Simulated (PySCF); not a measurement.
Compound: C4H12BF2N.
SMILES with atom numbers: `[BH3-:1][N+:2]([CH3:3])([CH3:4])[CH2:5][CH:6]([F:7])[F:8]` (hydrogens: H9, H10, H11 on B1; H12, H13, H14 on C3; H15, H16, H17 on C4; H18, H19 on C5; H20 on C6)

Level: PBE0/pcSseg-1 and wB97X-D/def2-SVPD in PySCF, non-relativistic, on one gas-phase PBE0-D3(BJ)/def2-SVP geometry that isn't relaxed in the solvent. The solvent is an IEF-PCM continuum (Bondi radii, 1.10 Å for H, scaled by 1.2). Only the electrostatic response of the medium enters.

Gas phase at PBE0/pcSseg-1: HOMO -7.94 eV, LUMO 0.79 eV, dipole 4.44 D.

What does the continuum do to the energy, the frontier levels and the dipole at PBE0/pcSseg-1 in chloroform?

```
   solvent      ε  E(solvent) − E(gas) (kJ/mol)  polarisation term (kJ/mol)  distortion of the solute (kJ/mol)  HOMO (eV)  LUMO (eV)  dipole (D)
chloroform  4.711                        -26.67                      -30.05                               3.38      -8.14       1.24        5.32
```

The first energy column is the sum of the next two and covers electrostatics alone.

Which radius a makes the point-dipole formula ΔE = −[(ε − 1)/(2ε + 1)]·μ²/a³ give the value in chloroform, with the gas-phase dipole?

μ = 1.747 au and |ΔE| = 0.01016 Eh give a = 2.51 Å; the farthest nucleus lies 3.24 Å from the centroid of the nuclei, so such a sphere wouldn't even hold the nuclei. The formula assumes a rigid point dipole at the centre of a sphere.

Which Hirshfeld charges (PBE0/pcSseg-1) respond most in chloroform (means over atoms taken as equivalent)?

| atoms | environment | gas (e) | solvent (e) | change |
| --- | --- | --- | --- | --- |
| H9/H10/H11 | B–H hydrogen | -0.100 | -0.109 | -0.009 |
| H18/H19 | methylene hydrogen | +0.054 | +0.061 | +0.007 |
| B1 | four-coordinate boron | -0.091 | -0.098 | -0.007 |
| F7/F8 | fluorine of a CF2 group | -0.092 | -0.098 | -0.006 |
| H12 (×6) | methyl hydrogen | +0.055 | +0.058 | +0.003 |
| C5 | sp3 carbon bound to nitrogen | -0.023 | -0.021 | +0.002 |

Which Mayer bond orders change most in chloroform?

```tsv
bond	length (Å)	gas	solvent	change
B1–N2	1.644	0.580	0.608	+0.028
C6–F8	1.353	0.941	0.934	-0.007
N2–C3	1.475	0.903	0.898	-0.005
C6–F7	1.354	0.947	0.942	-0.005
B1–H11	1.227	0.968	0.972	+0.004
C5–H18	1.104	0.927	0.923	-0.004
C5–H19	1.098	0.935	0.931	-0.004
C5–C6	1.515	1.025	1.028	+0.003
```

Gas phase at wB97X-D/def2-SVPD: HOMO -9.90 eV, LUMO 1.91 eV, dipole 4.31 D.

What does the continuum do to the energy, the frontier levels and the dipole at wB97X-D/def2-SVPD in chloroform?

```json
{"solvent": "chloroform", "ε": "4.711", "E(solvent) − E(gas) (kJ/mol)": "-26.35", "polarisation term (kJ/mol)": "-30.19", "distortion of the solute (kJ/mol)": "3.84", "HOMO (eV)": "-10.07", "LUMO (eV)": "2.13", "dipole (D)": "5.27"}
```

The atom shares or the degeneracy of the LUMO differ from the gas phase in chloroform, so that column needn't follow one orbital.

How does the static polarisability (wB97X-D/def2-SVPD, frozen core, with the continuum's full static response) change?

```
    medium  isotropic (au)  principal values (au)  ⟨r²⟩ of the electrons (bohr²)
       gas            77.0       74.5, 75.0, 81.6                         1106.1
chloroform            94.5       92.3, 92.9, 98.3                         1106.8
```

The isotropic value in chloroform is 1.23 times the gas-phase one; no cavity-field correction is applied. ⟨r²⟩ is taken about the centre of nuclear charge.

Conformer computed: `[BH3-:1][N+:2]([CH3:3])([CH3:4])[CH2:5][CH:6]([F:7])[F:8]`: B1–N2–C5–C6 50°, N2–C5–C6–F7 67°.

Note: wB97X-D ran without an empirical dispersion term, which enters the total energy and its gradient alone.
